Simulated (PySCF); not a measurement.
## Electronic absorption of C3H12N2Si

C₃H₁₂N₂Si.
Structure used (GFN2-xTB), in Å, numbered top down from 1:
```xyz
18
C3H12N2Si angstrom
C      1.8860   -0.8830   -0.2080
N      0.9148    0.1796   -0.2830
N      1.4466    1.4727   -0.0640
Si    -0.7589   -0.0019    0.1309
C     -1.6413    1.5285   -0.5496
C     -1.3654   -1.6046   -0.6922
H      2.6729   -0.7240   -0.9534
H      2.3578   -0.9416    0.7827
H      1.3928   -1.8273   -0.4143
H      2.1242    1.6772   -0.7980
H      1.9370    1.5126    0.8315
H     -1.0095   -0.1086    1.5881
H     -2.7027    1.4883   -0.3294
H     -1.5267    1.6107   -1.6253
H     -1.2408    2.4331   -0.1072
H     -2.4494   -1.6396   -0.6998
H     -1.0272   -1.6782   -1.7212
H     -1.0188   -2.4874   -0.1643
```

Level of theory: TDDFT B3LYP/def2-SVPD, vertical, gas phase, core orbitals frozen in the response (PySCF).

```tsv
state	E (eV)	λ (nm)	ν̃ (cm⁻¹)	f	main configurations (H = HOMO, L = LUMO)
S1	5.51	225.1	44420	0.019	H→L (97%)
S2	6.14	201.8	49540	0.030	H→L+1 (82%), H→L+2 (14%)
S3	6.31	196.6	50880	0.0082	H→L+2 (56%), H-1→L (25%), H→L+1 (11%)
S4	6.36	194.9	51310	0.055	H-1→L (65%), H→L+2 (26%)
S5	6.75	183.8	54420	0.0020	H→L+3 (91%)
S6	7.11	174.3	57360	0.027	H-1→L+1 (54%), H→L+4 (30%)
S7	7.12	174.1	57440	0.039	H→L+4 (55%), H-1→L+1 (34%)
S8	7.19	172.4	57990	0.012	H→L+5 (93%)
```

Triplets (Tamm–Dancoff): T1 5.38 eV, H→L (94%); T2 6.03 eV, H→L+1 (65%), H-1→L (17%); T3 6.09 eV, H-1→L (57%), H→L+1 (23%).

The lowest singlet lies at 5.51 eV (225 nm, ultraviolet) and is weak; its leading configuration is HOMO→LUMO (97%). The strongest level in the table is S4 at 6.36 eV (195 nm, f = 0.055). Löwdin shares by element: HOMO nitrogen 64%, carbon 9% or more, silicon 7% (atoms not listed hold the other 20%); LUMO hydrogen 22% or more, carbon 19% or more, silicon 11% (atoms not listed hold the other 48%). Orbital energies (eV): HOMO-3 -8.60, HOMO-2 -8.28, HOMO-1 -7.10, HOMO -6.19, LUMO 0.29, LUMO+1 0.76, LUMO+2 0.99. The listed states span 1.68 eV, and the widest gap between neighbours is 0.63 eV (S1 to S2). Weighted by f, the mean energy of these states is 6.55 eV. The window holds the lowest 8 singlets.

One conformer stands for the species.
